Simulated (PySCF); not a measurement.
C₂H₂BF₂N, SMILES FB1C=N[C@H]1F.

Geometry optimised at PBE0-D3(BJ)/def2-SVP. The structure was generated by enumeration; whether it is a known compound was not checked.

Two levels are set side by side: PBE/def2-TZVP (PySCF) and B3LYP/def2-TZVP (PySCF). Same geometry, gas phase. Differences are taken from unrounded values.

| quantity | B3LYP |
|---|---|
| orbital gap (eV) | 5.58 |
| highest occupied level (eV) | -7.86 |
| lowest empty level (eV) | -2.28 |
| dipole moment (D) | 2.56 |
| mean polarisability (bohr³) | 40.7 |

**Question.** What does PBE give, and how far is it from B3LYP? (Estimate from the structure and the level; the computed values follow.)

**Answer.** 
| quantity | PBE | PBE minus B3LYP |
|---|---|---|
| orbital gap (eV) | 3.52 | -2.06 |
| highest occupied level (eV) | -6.63 | 1.22 |
| lowest empty level (eV) | -3.12 | -0.84 |
| dipole moment (D) | 2.30 | -0.26 |
| mean polarisability (bohr³) | 42.3 | 1.5 |

Without exact exchange PBE keeps part of each electron's self-repulsion, which lifts occupied levels and narrows the gap. PBE's more diffuse valence density responds more strongly to a field. Differences between two approximate levels are no errors against the true value.

Rough cost on one machine, each run with all the roots and properties that it gave: B3LYP against PBE within a factor of 2.
